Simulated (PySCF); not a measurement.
Vertical excitations of a molecule C3H9Ga from PySCF with TDA-PBE/def2-SVPD, as energy in eV (oscillator strength): 4.98 (0.000), 4.98 (0.000), 5.77 (0.071), 5.77 (0.073), 6.96 (0.000), 6.99 (0.047), 6.99 (0.046), 7.07 (0.000), 7.70 (0.001), 7.71 (0.002). Lowest triplet (TDA): 4.68 eV. Coordinates come from a B3LYP-D3(BJ)/def2-SVP optimisation. One conformer was computed; it need not be the lowest.

**Question.** Identify the compound among the candidates.
A) [CH3][Ga]([CH3])[CH3]
B) CC[CH2][GaH2]
C) C[CH2][GaH][CH3]
D) C[CH](C)[GaH2]

**Answer.** A, [CH3][Ga]([CH3])[CH3]
